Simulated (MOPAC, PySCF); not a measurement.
H3AlS3, SMILES `[SH][Al]([SH])[SH]`, neutral singlet in the gas phase. 

Cartesian coordinates (Å):
SMILES: [Al]([SH])([SH])[SH]
```xyz
7

S     -1.3658    -1.7930     0.3237
Al     0.1752    -0.2616     0.0949
S      2.2395    -0.8865     0.4234
S     -0.2367     1.8200    -0.4341
H     -2.3790    -0.9509     0.0566
H      2.7337     0.3364     0.1590
H     -1.5661     1.6442    -0.5279
```
Charge 0, multiplicity 1.

All levels are single points at this geometry (B3LYP-D3(BJ)/def2-TZVP); Pople sets use spherical d functions. Orbital energies aren't observables, and empty levels follow the basis.

HF/STO-3G in PySCF gives gap (eV) = 15.16.

Task: Estimate the gap (eV) from each of these levels: B3LYP-D3(BJ)/def2-TZVP in PySCF; PBE-D3(BJ)/def2-TZVP in PySCF; B3LYP/3-21G in PySCF; B3LYP/6-311+G** in PySCF; B3LYP/LANL2DZ in PySCF; BP86/6-31G* in PySCF; M06-2X/6-31G* in PySCF; PBE/6-31G* in PySCF; SVWN5/6-31G* in PySCF; HF/3-21G in PySCF; PM3 in MOPAC; PM6 in MOPAC.

Result: 
```csv
level,gap (eV)
B3LYP-D3(BJ)/def2-TZVP in PySCF,6.56
PBE-D3(BJ)/def2-TZVP in PySCF,5.01
B3LYP/3-21G in PySCF,6.31
B3LYP/6-311+G** in PySCF,6.18
B3LYP/LANL2DZ in PySCF,6.31
BP86/6-31G* in PySCF,4.92
M06-2X/6-31G* in PySCF,8.71
PBE/6-31G* in PySCF,4.90
SVWN5/6-31G* in PySCF,4.79
HF/3-21G in PySCF,12.46
PM3 in MOPAC,6.67
PM6 in MOPAC,9.79
```
